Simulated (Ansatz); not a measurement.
BrF₂HOSi, SMILES `O[Si](F)(F)Br` at its PBE0-D4/def2-TZVP geometry, where that method's forces vanish. The species carries charge 0 and has multiplicity 1.

| atom | x (Å) | y (Å) | z (Å) |
| --- | --- | --- | --- |
| O1 | -0.7288 | -0.8398 | -0.6775 |
| Si2 | 0.1596 | 0.1667 | 0.2102 |
| F3 | 1.6577 | 0.2003 | -0.2824 |
| F4 | -0.3625 | 1.6507 | 0.0943 |
| Br5 | 0.0787 | -0.4836 | 2.2781 |
| H6 | -0.8047 | -0.6944 | -1.6227 |

For each bond, give half the difference of the two atoms' forces along it (eV/Å; positive pushes the atoms apart) under PBE-D4, r2SCAN-D4, B3LYP-D4, ωB97M-V in def2-TZVPP. (Best estimate.)

The calculation gave: 
| bond | length (Å) | PBE-D4 | r2SCAN-D4 | B3LYP-D4 | ωB97M-V |
| --- | --- | --- | --- | --- | --- |
| O1–Si2 | 1.609 | 0.21 | 0.03 | 0.06 | 0.07 |
| O1–H6 | 0.959 | 0.29 | 0.00 | -0.03 | -0.06 |
| Si2–F3 | 1.577 | 0.45 | 0.04 | 0.13 | 0.10 |
| Si2–F4 | 1.577 | 0.45 | 0.04 | 0.13 | 0.10 |
| Si2–Br5 | 2.169 | 0.01 | 0.02 | 0.11 | -0.08 |

B3LYP here is the variant with VWN-RPA as its local correlation; programs differ in this.

All numbers were calculated with Ansatz.
